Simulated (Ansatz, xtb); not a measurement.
C2H11O2PSi2: which of two isomers lies lower

Structure a: `CO[Si@H](P)O[SiH2]C`, a singlet. Structure b: `CCO[SiH2]O[SiH2]P`, a singlet. Both are isolated molecules in the gas phase, relaxed with B3LYP-D3(BJ)/def2-SVP, each in the lowest conformer that the search found.

**Question.** Which of the two would you expect CCSD(T)/def2-SVP + ΔMP2/def2-TZVPP electronic energies to favour?

**Answer.** Structure a; the calculation gives E(b) − E(a) = +33.2 kJ/mol.

Level by level:

```csv
level,geometry,E(b) − E(a) (kJ/mol),departure from the last row (kJ/mol),"job, with rough time for the two"
B3LYP-D3(BJ)/def2-SVP,B3LYP-D3(BJ)/def2-SVP,+29.3,−3.9,"optimisation, 3 min"
HF/def2-SVP,B3LYP-D3(BJ)/def2-SVP,+23.4,−9.8,part of the CCSD(T) run
MP2/def2-SVP,B3LYP-D3(BJ)/def2-SVP,+26.1,−7.2,part of the CCSD(T) run
CCSD(T)/def2-SVP,B3LYP-D3(BJ)/def2-SVP,+23.2,−10.0,single point
CCSD(T)/def2-SVP + ΔMP2/def2-TZVPP,B3LYP-D3(BJ)/def2-SVP,+33.2,,"single point, 2.3 min"
```

As drawn, b has 1 C–C, 1 Si–H in place of 1 C–Si, 1 C–H.

None of the levels shown reverses the order. The largest departure from CCSD(T)/def2-SVP + ΔMP2/def2-TZVPP is that of CCSD(T)/def2-SVP, 10.0 kJ/mol. A small imaginary or near-zero mode remains, so no thermal terms are given. Levels run at GFN2-xTB geometries aren't shown. The last row adds to CCSD(T) the change of the MP2 difference between the two basis sets, here +10.0 kJ/mol.

The correlated steps freeze 19 core orbitals. Run with Ansatz 0.2.0, xtb 6.7.1; the last row on 4 threads of Arm Neoverse V1 on a shared host.
